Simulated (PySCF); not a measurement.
ethanol (C2H6O), singlet, at a GFN2-xTB geometry. Base run: CAMB3LYP/def2-SVP in PySCF.

Geometry (Å):
```xyz
9

C      1.1765    -0.4121     0.0019
C     -0.0016     0.5494    -0.0033
O     -1.1951    -0.2064     0.0018
H     -1.9497     0.3905    -0.0015
H      0.0423     1.1986     0.8838
H      0.0415     1.1879    -0.8982
H      2.1110     0.1418    -0.0018
H      1.1334    -1.0402     0.8873
H      1.1326    -1.0509    -0.8757
```
All else is at PySCF's defaults.
Base energy -154.84400 Eh.

The base run was repeated with changes; each row names its change, and settings that it needs were set with it.

```csv
change,ΔE vs base (mEh),grid points,electrons on the grid
base,0.000,101168,25.99998
grids.level = 0,34.377,6984,25.99132
"grids.atom_grid = (30, 110)",0.258,22176,25.99887
grids.prune = dft.gen_grid.sg1_prune,0.008,44936,26.00013
grids.radi_method = gauss_chebyshev,0.000,99080,25.99998
grids.prune = off,0.000,158552,25.99998
"grids.atom_grid = (99, 590)",0.000,293120,26.00000
"grids.atom_grid = (150, 974)",-0.001,732784,26.00000
grids.level = 7,-0.001,560736,26.00000
grids.level = 2,0.001,65856,25.99998
grids.radi_method = mura_knowles,0.000,97064,25.99998
```
